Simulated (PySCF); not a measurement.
Nuclear quadrupole coupling in `O=C[C@H]1/C=C\CC/C=C\C1`

Compound: C9H12O.
Cartesian coordinates in Å at the GFN2-xTB level; atoms count from 1:
```xyz
22
C9H12O angstrom
O     -3.5863   -1.1426   -0.2535
C     -2.4505   -0.8366   -0.4807
C     -1.5972    0.0620    0.3779
C     -0.6705   -0.8752    1.1170
C      0.4922   -1.3656    0.7129
C      1.2078   -1.0659   -0.5672
C      2.1177    0.1652   -0.4060
C      1.5022    1.3460    0.2896
C      0.2465    1.7665    0.2690
C     -0.9017    1.1467   -0.4683
H     -1.9115   -1.2473   -1.3578
H     -2.2408    0.5451    1.1189
H     -1.0526   -1.1858    2.0802
H      1.0284   -2.0150    1.3933
H      0.5033   -0.9172   -1.3813
H      1.8357   -1.9188   -0.8359
H      2.9966   -0.1317    0.1713
H      2.4746    0.4760   -1.3937
H      2.2134    1.9222    0.8685
H     -0.0097    2.6387    0.8560
H     -0.5658    0.7344   -1.4180
H     -1.6422    1.9179   -0.6931
```

Field gradients from the PBE0/pcSseg-1 density (PySCF, non-relativistic), principal values in atomic units, ordered |Vxx| ≤ |Vyy| ≤ |Vzz|:

| atom | Vxx | Vyy | Vzz |
| --- | --- | --- | --- |
| O1 | 0.4329 | 1.5942 | -2.0271 |

**Question.** Find the asymmetry η = (Vxx − Vyy)/Vzz and the couplings χ = eQV/h (234.96 MHz × Q in barn × V in au), with Q(17O) = −0.0256 b.

**Answer.** 
```
atom      environment  nucleus     η  χzz (MHz)  χxx (MHz)  χyy (MHz)
  O1  aldehyde oxygen      17O  0.57      12.19      -2.60      -9.59
```

The tensor is traceless: Vxx + Vyy + Vzz = 0.

**Question.** What is Vzz at O1 in SI units (1 au = 9.71736 × 10²¹ V/m²)?

**Answer.** -2.0271 au = -19.698 × 10²¹ V/m².

**Question.** And the gradient at the other heavy atoms, for which no coupling is worked out here?

**Answer.** 
| atom | environment | Vzz (au) | η |
| --- | --- | --- | --- |
| C2 | aldehyde carbon | 0.560 | 0.07 |
| C3 | sp3 carbon next to a carbonyl | -0.079 | 0.91 |
| C4 | alkene CH carbon | 0.256 | 0.83 |
| C5 | alkene CH carbon | 0.302 | 0.51 |
| C6 | allylic carbon | -0.072 | 0.75 |
| C7 | allylic carbon | 0.069 | 0.60 |
| C8 | alkene CH carbon | 0.281 | 0.61 |
| C9 | alkene CH carbon | 0.251 | 0.71 |
| C10 | allylic carbon | 0.090 | 0.80 |

**Question.** What couplings would deuterons (Q(2H) = 0.00286 b) have in place of the hydrogens, at this geometry?

**Answer.** 
| atom | bonded to | bond length (Å) | Vzz (au) | η | χzz (kHz) |
| --- | --- | --- | --- | --- | --- |
| H11 | C2 | 1.108 | 0.2692 | 0.02 | 181 |
| H12 | C3 | 1.094 | 0.2928 | 0.03 | 197 |
| H13 | C4 | 1.082 | 0.3241 | 0.08 | 218 |
| H14 | C5 | 1.083 | 0.3236 | 0.07 | 217 |
| H15 | C6 | 1.087 | 0.3129 | 0.01 | 210 |
| H16 | C6 | 1.093 | 0.3018 | 0.01 | 203 |
| H17 | C7 | 1.093 | 0.3004 | 0.04 | 202 |
| H18 | C7 | 1.095 | 0.3006 | 0.02 | 202 |
| H19 | C8 | 1.083 | 0.3229 | 0.07 | 217 |
| H20 | C9 | 1.082 | 0.3253 | 0.08 | 219 |
| H21 | C10 | 1.088 | 0.3084 | 0.01 | 207 |
| H22 | C10 | 1.092 | 0.3006 | 0.02 | 202 |

Geometry: GFN2-xTB, one conformer, isolated molecule. GFN2-xTB bond lengths can be off by several hundredths of an ångström, more for odd bonds, and the gradients follow them. The small basis limits the accuracy of the gradients.
